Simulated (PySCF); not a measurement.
Species: C₂H₄F₃NSi.
InChI=1S/C2H4F3NSi/c3-2(4,5)1-6-7/h1H,7H3/b6-1+

Level of theory: TDDFT CAM-B3LYP/def2-SVPD, vertical, gas phase, core orbitals frozen in the response (PySCF 2.14.0, density-fitted response routines). Isolated species at its GFN2-xTB geometry, gas phase. Torsions of this conformer, `[F:1][C:2]([F:3])([F:4])/[CH:5]=[N:6]/[SiH3:7]`: F1–C2–C5–N6 0°.

Each state is given a Gaussian of 0.5 eV full width at half maximum, with ε(max) = 2.175×10⁸ f / Δν̃ (Δν̃ the width in cm⁻¹). The width is an assumption, not a result. The curve ends short of the highest state used, and states not computed would add to its high-energy end.

```csv
λ (nm),ε (L mol⁻¹ cm⁻¹)
157.1,23716
161.0,22939
164.9,11207
168.8,2948
172.7,576
176.6,554
180.5,1094
184.4,1396
188.3,1138
192.2,624
196.1,242
200.0,69
203.9,15
207.8,3
211.7,0
215.6,0
219.5,0
223.4,0
227.3,0
231.2,0
235.1,0
239.0,0
242.9,0
246.8,0
250.7,0
254.6,0
258.5,0
262.4,0
266.3,0
270.2,1
274.1,2
278.0,4
281.9,6
285.8,9
289.7,12
293.6,14
297.5,17
301.4,18
305.3,18
309.2,17
313.1,15
317.0,13
320.9,10
324.8,8
328.7,6
332.6,4
336.5,3
340.4,2
344.3,1
348.2,1
352.1,1
356.0,0
359.9,0
363.8,0
367.7,0
371.6,0
```

**Question.** Locate the maxima and give the states behind the curve.

**Answer.** 303 nm (4.09 eV), ε about 18, made up of S1 (100%); 184 nm (6.72 eV), ε about 1400, made up of S2 (100%); 159 nm (7.80 eV), ε about 25000, made up of S3 (83%) and S5 (15%) (ε in L mol⁻¹ cm⁻¹; maxima over ε = 5, shares over 10%). The states used: S1 4.09 eV (f 0.0003); S2 6.72 eV (f 0.026); S3 7.77 eV (f 0.395); S4 7.85 eV (f 0.0030); S5 7.94 eV (f 0.085); S6 7.96 eV (f 0.0039); S7 8.33 eV (f 0.099); S8 8.49 eV (f 0.016).

**Question.** Coming from long wavelengths, where does ε first pass 100 L mol⁻¹ cm⁻¹?

**Answer.** At about 199 nm (6.24 eV), 2.15 eV above S1.

**Question.** What would ε be at 7.80 eV, the highest of these maxima, with half the width (0.25 eV)?

**Answer.** About 45600 L mol⁻¹ cm⁻¹ against 25500, a factor of about 1.8; a lone state at its own centre would give exactly 2.

**Question.** On this curve, what absorbance would a 10⁻⁵ mol/L sample give at 193 nm over a 1 cm path?

**Answer.** 193 nm is 6.424 eV, where ε is about 530 L mol⁻¹ cm⁻¹, so A = ε c l ≈ 0.0053 (Beer–Lambert, with the gas-phase spectrum and the assumed width).

On Arm Neoverse V2, one thread, on a shared host, this took 64 s (with the writing of density and orbital grids) and 0.78 GiB of memory at its peak.
